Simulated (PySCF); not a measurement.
# GaF at PBE

Computed with PBE; PySCF, no relativity, basis sets Ga def2-TZVPP, F def2-TZVPP.

- state: ¹Σ⁺ (singlet), closed shell
- bond length: 1.811 Å
- harmonic wavenumber: 587 cm⁻¹
- force constant: 3.02 mdyn/Å
- rotational constant Be: 0.3451 cm⁻¹
- anharmonicity ωexe: 2.98 cm⁻¹
- vibration–rotation constant αe: 0.00267 cm⁻¹
- well depth De to Ga + F: 6.29 eV
- dissociation energy D0: 6.25 eV
- HOMO–LUMO gap: 4.63 eV
- bond order (Mayer): 0.98
- dipole moment (positive dipole means Ga(−)F(+)): -2.23 D
